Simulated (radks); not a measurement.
Task: Isoelectronic series with 29 electrons, each ion in its NIST ground configuration. All-electron calculation, scalar-relativistic Kohn-Sham, PBE, spin-polarised, spherical densities, finite nucleus; open shells are filled with parallel spins first (spin-orbit coupling, left out, can overturn this in heavy ions); Fermi nuclear charge, rms radius of each element as measured or else 0.836 A^(1/3) + 0.57 fm. Program: a radial shooting solver on a logarithmic mesh with Libxc functionals. Total energies (hartree) and mean radii <r> (bohr):

ion    configuration  E (hartree)  3d down   4s up   3d up
Cu     [Ar] 3d10 4s1  -1654.85043    1.033   2.906   1.062
Ga2+   [Ar] 3d10 4s1  -1942.95414   0.7939   2.070  0.8021
As4+   [Ar] 3d10 4s1  -2256.93266   0.6648   1.673  0.6686
Rb8+   [Ar] 3d10 4s1  -2962.53722   0.5136   1.246  0.5151
Nb12+  [Ar] 3d10 4s1  -3772.58029   0.4230   1.006  0.4237
Tc14+  [Ar] 3d10 4s1  -4217.25301   0.3893  0.9188  0.3899
Rh16+  [Ar] 3d10 4s1  -4688.67334   0.3609  0.8462  0.3614
Ag18+  [Ar] 3d10 4s1  -5187.10613   0.3365  0.7846  0.3369

Estimate the row of Br6+ ([Ar] 3d10 4s1).

Result: E (hartree) -2596.76125; 3d down 0.5779; 4s up 1.424; 3d up 0.5801.
